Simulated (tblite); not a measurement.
A tight-binding relaxation on `BN(B)CC`.

Computed with GFN2-xTB geometry optimisation, gas phase (tblite 0.8.0). Start geometry: from a force field or distance geometry. The input is one job of a driver script: a line of settings, then coordinates in Å.

Command:
```bash
OMP_NUM_THREADS=1 python probes_run.py task.json out
```

Input:
```
{"job": {"kind": "relax", "xc": "GFN2-xTB", "basis": "xTB"}, "charge": 0, "multiplicity": 1}
B     -1.817500    -0.944600     0.411000
N     -0.679000    -0.173400    -0.156700
B     -0.911100     1.207700    -0.605300
C      0.620900    -0.507600     0.293600
C      1.750700     0.291200    -0.291400
H     -2.235900    -0.699300     1.494000
H     -2.076300    -1.993400    -0.067000
H     -0.687300     2.111300     0.132400
H     -1.691400     1.407300    -1.475200
H      0.685200    -0.427500     1.415500
H      0.842900    -1.590800     0.070700
H      2.363700    -0.416800    -0.921500
H      2.406200     0.569000     0.562000
H      1.428300     1.166500    -0.884400
```

**Question.** What does the run print?

**Answer.** 
```
step      E/eV     max force
  0    -387.58805    2.408
  1    -387.79433    1.074
  2    -387.88356    0.836
  3    -387.98702    0.831
  4    -388.05460    0.645
  5    -388.09306    0.607
  6    -388.13071    0.631
  7    -388.19000    0.818
  8    -388.25137    0.850
  9    -388.31417    0.849
... (83 lines left out)
 93    -389.56502    0.053
 94    -389.56554    0.055
 95    -389.56591    0.038
 96    -389.56610    0.032
 97    -389.56619    0.029
 98    -389.56627    0.024
 99    -389.56637    0.022
100    -389.56648    0.019
101    -389.56654    0.015
102    -389.56656    0.008
```

«max force» is the largest atomic force in eV/Å.

**Question.** From which step on does the largest force stay under 0.1 eV/Å, and how much energy is left to gain from there?

**Answer.** From step 89 (0.083 eV/Å), 3.7 meV above the end.

Main results: energy lowered by 45.6 kcal/mol over 102 steps; largest atomic force 0.008 eV/Å at the end.

**Question.** Give the final coordinates.

**Answer.** 1.019 Å rms from the input after alignment:
```
atom  x, y, z in Å
B1    -1.4492   -1.0908   -0.1662
N2    -0.7047    0.0506    0.2016
B3    -1.1969    1.3678    0.0814
C4     0.6672   -0.1385    0.6747
C5     1.6509   -0.1164   -0.4924
H6    -2.5324   -0.9608   -0.5819
H7    -0.9748   -2.1566   -0.0434
H8    -0.5199    2.2718    0.3988
H9    -2.2771    1.5419   -0.3262
H10    0.9227    0.6578    1.3783
H11    0.7421   -1.0968    1.1950
H12    1.4121   -0.9086   -1.1988
H13    2.6665   -0.2599   -0.1319
H14    1.5928    0.8380   -1.0113
```

The run took 0.44 s on one thread of an Arm Neoverse V1, no GPU (shared host).
Labels such as C1 count atoms from 1, the log's own numbers from 0.
